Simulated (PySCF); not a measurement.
TDDFT excited states: [InI4]-

Compound: [InI4]- (charge -1).
Z-matrix (Å and degrees, PBE0-D3(BJ)/def2-SVP geometry), rows numbered from 1:
```
In
I   1  2.7480
I   1  2.7500  2  109.06
I   1  2.7437  2  109.99  3  -119.98
I   1  2.7470  2  109.55  3   119.40
```

Computed, not measured: PySCF 2.14.0, density-fitted response routines, TDDFT B3LYP/def2-SVPD, vertical, gas phase, core orbitals frozen in the response, def2 core potentials past Kr. Spin–orbit coupling is left out. Note that the optimisation stopped short of convergence; the values belong to its last geometry. The geometry's basis has no diffuse functions, a weakness for an anion.

```
state  E (eV)  λ (nm)       f  main configurations (H = HOMO, L = LUMO)
   S1    3.43   361.5  0.0000                        H-2/H-1/H→L (100%)
   S2    3.44   360.9  0.0000                        H-2/H-1/H→L (100%)
   S3    3.44   360.1  0.0000                        H-2/H-1/H→L (100%)
   S4    3.77   328.5   0.077                               H-3→L (94%)
   S5    3.78   328.4   0.076                               H-4→L (89%)
   S6    3.78   328.2   0.076                               H-5→L (87%)
   S7    3.82   324.7  0.0005                               H-6→L (99%)
   S8    3.82   324.6  0.0008                               H-7→L (98%)
   S9    5.20   238.3   0.133                               H-8→L (84%)
```

Triplets, Tamm–Dancoff:

```json
{"state": "T1", "E (eV)": "3.23", "λ (nm)": "384.4", "main configurations (H = HOMO, L = LUMO)": "H-2/H-1/H→L (98%)"}
{"state": "T2", "E (eV)": "3.23", "λ (nm)": "383.9", "main configurations (H = HOMO, L = LUMO)": "H-2/H-1/H→L (98%)"}
{"state": "T3", "E (eV)": "3.24", "λ (nm)": "383.0", "main configurations (H = HOMO, L = LUMO)": "H-2/H-1/H→L (98%)"}
```

The lowest singlet level (S1/S2/S3) comes at 362 nm (331 kJ/mol) in the ultraviolet; it is dark (f under 0.0005). The strongest level in the table is S4/S5/S6 at 3.77 eV (328 nm, f = 0.229 summed). S1/S2/S3, S4/S5/S6 and S7/S8 lie within about 0.01 eV of each other in each set; the point group Td has degenerate representations, and within a degenerate level the listed configurations can mix freely. Löwdin shares by element: HOMO (one of a set within 0.03 eV) iodine 99% or more; LUMO iodine 56% or more, indium 25% (atoms not listed hold the other 18%). The listed states span 1.77 eV, and the widest gap between neighbours is 1.38 eV (S8 to S9). Weighted by f, the mean energy of these states is 4.30 eV. No computed singlet lies in the visible range (380 to 750 nm); the lowest, at 362 nm, stands 0.17 eV above its violet end (3.26 eV); a Tamm–Dancoff triplet lies at 384 nm, without intensity as long as spin–orbit coupling is left out. No detachment energy is given for this anion; states above it aren't bound, and a finite basis only mimics them. Orbitals of the list HOMO-3 to LUMO+2 that lie within 0.01 eV of each other are written together with a slash and their weights summed (≥ marks a lower bound); for degenerate orbitals outside that list single weights are arbitrary. Singlets were solved by full linear response, triplets in the Tamm–Dancoff approximation. The highest level found (5.22 eV, f 0.135 so far) is left out, since the window may have cut off a degenerate partner.
